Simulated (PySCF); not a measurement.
A structure optimised at PBE0-D3(BJ)/def2-SVP, used in a PySCF frequency run:

```
Al
F 1 1.6564
O 1 1.6645 2 123.66
C 3 1.3888 1 148.71 2 -0.05
H 4 1.1031 3 110.33 1 -121.04
H 4 1.1031 5 107.56 3 120.42
H 4 1.1041 5 107.98 6 116.30
C 1 2.0036 2 119.02 3 -179.95
F 8 1.3424 1 113.29 2 -0.70
F 8 1.3466 9 106.73 1 123.18
F 8 1.3469 9 106.73 10 113.74
```

Q: Write its SMILES and formula.

A: C[O][Al]([F])[C](F)(F)F, C2H3AlF4O

Q: What are its rotational constants (standard atomic weights)?

A: 2.4507, 1.0436, 0.84423 GHz
